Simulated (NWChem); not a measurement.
# NbCl₄, doublet; SMILES [Cl][Nb]([Cl])([Cl])[Cl]

Not confirmed as a minimum by frequencies. The spin multiplicity was typed, not searched, and may not be the lowest. def2 effective core potentials on Nb; no spin-orbit coupling.

### Question
Give the equilibrium geometry at PBE0/def2-SVP with def2 effective core potentials on Nb, spin-unrestricted (NWChem) as a list of bonds and angles, with the point group.

### Answer
point group C2v; any orientation.
Bond lengths (Å): Nb1–Cl2 2.278, Nb1–Cl3 2.278, Nb1–Cl4 2.278, Nb1–Cl5 2.278. Angles (°): Cl2–Nb1–Cl3 119.2, Cl2–Nb1–Cl4 104.7, Cl2–Nb1–Cl5 104.9, Cl3–Nb1–Cl4 105.0, Cl3–Nb1–Cl5 104.7, Cl4–Nb1–Cl5 119.3.
